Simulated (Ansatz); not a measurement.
Consider the isomerisation: `N[Si]1(Cl)CO1` → `O[Si]1(Cl)CN1`.

Isolated molecules relaxed with PBE0-D4/def2-TZVP in Ansatz; ΔE leaves out vibrations. CCSD(T)/CBS adds triple-zeta CCSD(T) − MP2 to the extrapolated MP2 energy (def2 sets, frozen cores). Functionals use def2-TZVPP. One conformer a species, not always the lowest.

```
        species  PBE-D4 energy (Eh)
`N[Si]1(Cl)CO1`          -919.83260
`O[Si]1(Cl)CN1`          -919.83053
```

**Question.** Work out ΔE.

**Answer.** ΔE = (-919.83053) − (-919.83260) = 0.00207 Eh = +5.4 kJ/mol. CCSD(T)/CBS gives +5.1 kJ/mol.

Largest T1 diagnostic among the species: 0.011.
